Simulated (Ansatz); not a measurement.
Frontier orbitals of C5H10CuN3 (`Cn1ccn(C)[c+]1[Cu-][NH2]`).

Charge 0, multiplicity 1. For Cu the d shell is correlated and the shells below it are frozen. Scalar relativity is left out up to krypton. Geometry: relaxed with PBE0-D4/def2-TZVP. It is one conformer, not always the lowest. Basis def2-TZVPP, the Gaussian-basis code of Ansatz.

Orbital energies of one run (eV). Highest occupied ones, from the top: -3.38, -4.40, -4.79, -4.79, -4.86, -5.29, -6.59, -6.65, -7.31, -8.71, -9.30, -9.82, -9.84, -10.03. Empty: -1.03, -0.88, 0.10, 0.30, 0.76, 0.97.

Task: Which functional gave them?
A. PBE
B. PBE0
C. ωB97M-V
D. r2SCAN0

Result: A. HOMO energies: PBE -3.38, r2SCAN0 -4.70, ωB97M-V -6.90, PBE0 -4.55 eV.
